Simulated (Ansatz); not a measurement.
Ansatz (a first-principles code) input (wB97M-V/def2-TZVPD):

Ansatz 0.2 input:
```yaml
crystal:
  periodic: [false, false, false]
  atoms:
    - {symbol: Sb, position_ang: [0.00108767, 0.04563180, 0.00046138]}
    - {symbol: H, position_ang: [-1.24162337, -1.13465111, -0.01431337]}
    - {symbol: H, position_ang: [1.18615228, -1.19257051, -0.00921681]}
basis:
  gaussian:
    orbitals: def2-TZVPD
hamiltonian:
  xc: {name: wB97M-V}
total_charge: 1
output: {forces: true}
```

Output:

```
Functional definition: wB97M-V
integrals: 0.02 GiB planned
565 factors; their error is unknown
integrals: 0.05 GiB planned
181 factors; integrals over basis functions are off by at most 1.9e-5 eV
mean field: 0.24 GiB planned
mean field evaluation 1: about -6558.9784 eV, gradient 1.0e1 eV
mean field evaluation 2: about -6559.2164 eV, gradient 4.4e0 eV
mean field evaluation 4: about -6559.2465 eV, gradient 1.4e-1 eV
mean field evaluation 8: about -6559.3448 eV, gradient 7.1e-2 eV
mean field evaluation 16: about -6559.3448 eV, gradient 1.4e-5 eV
mean field -6559.34484632 eV, -241.0514770187 hartree, gradient 1.4e-5 eV, S^2 0.000000; 0 other end points of the search recorded, 0 dependent functions left out
the calculation of the forces begins
reference -6559.34488767 eV, -241.0514785380 hartree; 12, 12 occupied and 62, 62 virtual orbitals, 565 factors
Total energy: -6559.34488767 eV, -241.0514785380 hartree
Atom 0 at     0.001088     0.045632     0.000461 Å, force    -0.008914    -0.373997    -0.003781 eV/Å
Atom 1 at    -1.241623    -1.134651    -0.014313 Å, force     0.176475     0.182894     0.002252 eV/Å
Atom 2 at     1.186152    -1.192571    -0.009217 Å, force    -0.167560     0.191102     0.001530 eV/Å
Dipole moment:    -0.001874    -0.078621    -0.000795 e Å
```
